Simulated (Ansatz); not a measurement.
Ansatz (a quantum-chemistry and plane-wave program) input (RPA@PBE/cc-pVTZ):

Ansatz 0.2 input:
```yaml
crystal:
  periodic: [false, false, false]
  atoms:
    - {symbol: C, position_ang: [-1.79371359, 0.44296349, 0.32404901]}
    - {symbol: O, position_ang: [-0.44765276, 0.48401812, 0.70021892]}
    - {symbol: B, position_ang: [0.48546752, -0.17344235, -0.17651654]}
    - {symbol: O, position_ang: [0.20700350, -0.79718759, -1.27464735]}
    - {symbol: O, position_ang: [1.79974091, -0.01541598, 0.38635946]}
    - {symbol: H, position_ang: [-2.19165701, 1.46205074, 0.19464084]}
    - {symbol: H, position_ang: [-1.91526385, -0.10670239, -0.61531693]}
    - {symbol: H, position_ang: [-2.39971892, -0.04547333, 1.10368437]}
    - {symbol: H, position_ang: [2.36885063, -0.47176071, -0.24016786]}
basis:
  gaussian:
    orbitals: cc-pVTZ
hamiltonian:
  xc: pbe
total_charge: -1
magnetization: {spin_polarized: false}
correlation: {method: rpa, electrons: outside_noble_gas}
```

Output:

```
Functional definition: PBE
integrals: 0.30 GiB planned
1220 factors; integrals over basis functions are off by at most 1.3e-3 eV
0.32 GiB of the device are held for the grids
0.89 GiB of device memory are held for the factors and their scratch space
mean field: 1.22 GiB planned
mean field evaluation 1: about -7911.3220 eV, gradient 6.1e1 eV
mean field evaluation 2: about -7911.3214 eV, gradient 6.1e1 eV
mean field evaluation 4: about -7914.1714 eV, gradient 4.4e1 eV
mean field evaluation 8: about -7917.9632 eV, gradient 4.9e-1 eV
mean field evaluation 16: about -7917.9623 eV, gradient 1.2e-3 eV
mean field evaluation 32: about -7917.9613 eV, gradient 9.8e-1 eV
mean field -7917.96228842 eV, -290.9797471119 hartree, gradient 1.9e-6 eV, S^2 0.000000; 1 other end points of the search recorded, 0 dependent functions left out
5 core orbitals not correlated
reference -7882.22042817 eV, -289.6662579744 hartree; 15, 15 occupied and 186, 186 virtual orbitals, 1220 factors
Total energy: -7924.37331114 eV, -291.2153478514 hartree
```

It need not be the lowest isomer of its formula. Whether it binds its extra electron was not tested at this geometry.
